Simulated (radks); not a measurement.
Gd, configuration [Xe] 4f7 5d1 6s2 (the NIST ground configuration).

Calculated with a radial shooting solver on a logarithmic mesh with Libxc functionals: Dirac Kohn-Sham, XLYP, spin-unpolarised, spherical densities, point nucleus; open shells fill j = l - 1/2 first.

Energy parts (hartree):
| part | energy |
|---|---|
| total | -11281.7776 |
| kinetic | 12305.2269 |
| electron-nucleus | -27715.6495 |
| Hartree | 4380.0680 |
| exchange-correlation | -251.4231 |

Orbitals (lengths in bohr, moments of r in powers of bohr):
orbital,occ.,eigenvalue (hartree),<r^2>,small-component weight
1s1/2,2,-1839.707,0.0006546,5.69e-02
2s1/2,2,-303.5805,0.01021,1.26e-02
2p1/2,2,-288.2533,0.007415,1.26e-02
2p3/2,4,-262.6674,0.008650,1.17e-02
3s1/2,2,-67.27005,0.06815,3.98e-03
3p1/2,2,-60.63140,0.06349,3.92e-03
3p3/2,4,-55.38393,0.07056,3.66e-03
3d3/2,4,-43.92481,0.05633,3.54e-03
3d5/2,6,-42.78157,0.05831,3.47e-03
4s1/2,2,-13.52853,0.3451,1.27e-03
4p1/2,2,-10.94530,0.3631,1.19e-03
4p3/2,4,-9.77663,0.4019,1.10e-03
4d3/2,4,-5.52275,0.4610,9.32e-04
4d5/2,6,-5.31157,0.4763,9.07e-04
4f5/2,6,-0.31591,0.9833,5.35e-04
4f7/2,1,-0.28827,1.018,5.24e-04
5s1/2,2,-1.81168,2.002,2.71e-04
5p1/2,2,-1.10172,2.551,2.15e-04
5p3/2,4,-0.94192,2.898,1.90e-04
5d3/2,1,-0.09199,9.844,6.58e-05
5d5/2,0,-0.08235,10.69,6.12e-05
6s1/2,2,-0.14603,18.29,2.97e-05
6p1/2,0,-0.05076,36.25,1.45e-05
6p3/2,0,-0.04252,42.05,1.24e-05

The highest occupied level is 5d3/2 at -2.503 eV. The density falls to 0.001 e/bohr^3 at r = 5.22 bohr. For comparison, the ionisation energy in NIST's Atomic Spectra Database is 6.150 eV (measured). In exact Kohn-Sham theory the highest level is minus the ionisation energy, but local and semilocal functionals leave it too shallow, through self-interaction and a potential that decays too fast; potentials with the right tail come closer.

Beside tabulated values, note that spin-unpolarised runs miss the spin-polarisation part of the exchange energy of open shells.
